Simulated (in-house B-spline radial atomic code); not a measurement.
A fraction x of an electron is removed from 4p in Ag²⁺, starting from [Kr] 4d9 and keeping the highest spin. Computed with a B-spline radial code for spherical atoms: non-relativistic M06-L, spin-polarised, spherical fractional occupations, point nucleus.

| x | E(x) - E(0) (eV) | 4p down level (eV) |
| --- | --- | --- |
| 0 | 0.0000 | -80.318 |
| 0.1 | 8.1110 | -81.905 |
| 0.25 | 20.5767 | -84.308 |
| 0.36 | 29.9483 | -86.087 |
| 0.44 | 36.8873 | -87.389 |
| 0.5 | ? | ? |
| 0.59 | ? | ? |
| 0.71 | 61.0802 | -91.829 |
| 0.87 | 75.9854 | -94.489 |
| 0.97 | 85.5179 | -96.162 |
| 1 | 88.4103 | -96.665 |

(1) What belongs in the row x = 0.5?

(2) What belongs in the row x = 0.59?

(3) Check Janak's theorem between x = 0.1 and 0.25.

Results:

(1) An energy change of 42.1601 eV; 4p down at -88.370 eV.

(2) An energy change of 50.1798 eV; 4p down at -89.847 eV.

(3) The slope of the energy is 83.10 eV; the orbital levels give 83.11 eV (-ε of the emptying orbital, averaged over the two points).
